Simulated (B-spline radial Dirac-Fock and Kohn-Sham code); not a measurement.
# Two-hole binding energies of Ho

System: atomic holmium, configuration [Xe] 4f10 5d1 6s2 (an excited configuration).

The computed values come from a radial finite-basis atomic code: Dirac-Fock ΔSCF + Breit + QED. U is the two-hole binding energy less the two single-hole energies, the effective repulsion of the holes after relaxation. Each two-hole energy is an average over J within one jj subconfiguration.

```tsv
holes	E(a) (eV)	E(b) (eV)	E(ab) (eV)	U (eV)
1s⁻¹ 2p1/2⁻¹	55624.5	8928.0	64896.9	344.5
2s⁻²	9410.8	9410.8	19008.3	186.8
2s⁻¹ 2p1/2⁻¹	9410.8	8928.0	18515.6	176.9
2p1/2⁻²	8928.0	8928.0	18096.3	240.4
2p3/2⁻²	8080.9	8080.9	16363.7	201.9
2s⁻¹ 3p1/2⁻¹	9410.8	1936.4	?	?
2p1/2⁻¹ 3d5/2⁻¹	8928.0	1363.4	10371.8	80.5
2p3/2⁻¹ 3s⁻¹	8080.9	2146.2	10298.3	71.2
2p3/2⁻¹ 3p1/2⁻¹	8080.9	1936.4	10095.4	78.0
2p3/2⁻¹ 3d3/2⁻¹	8080.9	1401.7	9564.6	82.0
2p3/2⁻¹ 3d5/2⁻¹	8080.9	1363.4	9521.4	77.1
3d5/2⁻²	1363.4	1363.4	2784.9	58.1
5p1/2⁻²	37.34	37.34	87.45	12.8
5p3/2⁻²	32.02	32.02	75.65	11.6
```

Problem. Give the missing two-hole energy and U.

Solution. E(ab) = 11422.8 eV and U = 75.6 eV.
